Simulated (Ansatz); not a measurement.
Relaxation of CH$_{4}$S$_{2}$Si (8 atoms, charge 0, multiplicity 1), to a largest force component of 0.02 eV/Å in at most 50 steps.

Theory: RKS B3LYP/def2-SVP (Ansatz).

```xyz
8
Properties=species:S:1:pos:R:3:forces:R:3
C 0.211 1.228 -0.303 -1.16 1.91 -0.91
S -0.350 0.494 1.235 0.22 0.47 1.62
Si 0.728 -1.343 1.268 -2.23 -2.25 -3.70
S -0.001 -2.591 -0.244 1.04 1.23 1.35
H -0.332 2.235 -0.427 0.64 -1.15 0.56
H -0.123 0.672 -1.172 0.15 -0.65 -0.30
H 1.270 1.439 -0.326 0.61 -0.02 -0.02
H 1.497 -2.223 2.108 0.74 0.46 1.40
```

Task: Where does it end, and by what steps?

Result: It converged. The force dipped under the threshold on the way, but the program's further checks kept it going. After 16 steps the energy has fallen by 1.414 eV; S2 moved furthest, 0.99 Å.

```csv
step,energy less start (eV),largest force component (eV/Å),accepted
0,0.0000,3.703,yes
1,-0.8825,0.855,yes
2,-1.1345,0.530,yes
3,-1.2496,0.252,yes
4,-1.3419,0.338,yes
5,-1.3945,0.317,yes
6,-1.3909,0.432,no
7,-1.4073,0.122,yes
8,-1.4104,0.051,yes
9,-1.4118,0.020,yes
10,-1.4013,0.433,no
11,-1.4126,0.016,yes
12,-1.4119,0.166,no
13,-1.4132,0.024,yes
14,-1.4130,0.064,no
15,-1.4135,0.012,yes
16,-1.4137,0.014,yes
```

```xyz
8
Properties=species:S:1:pos:R:3
C 0.234 1.241 -0.319
S 0.628 0.597 1.361
Si 0.548 -1.498 1.105
S 0.146 -2.499 -0.534
H -0.625 1.920 -0.230
H -0.008 0.412 -0.998
H 1.107 1.792 -0.693
H 0.870 -2.053 2.446
```

Whether the end is a true minimum wasn't checked by a vibrational analysis.

Time of the run: 33 s on 2 threads of Arm Neoverse V1 (shared host), peak memory 0.18 GiB.
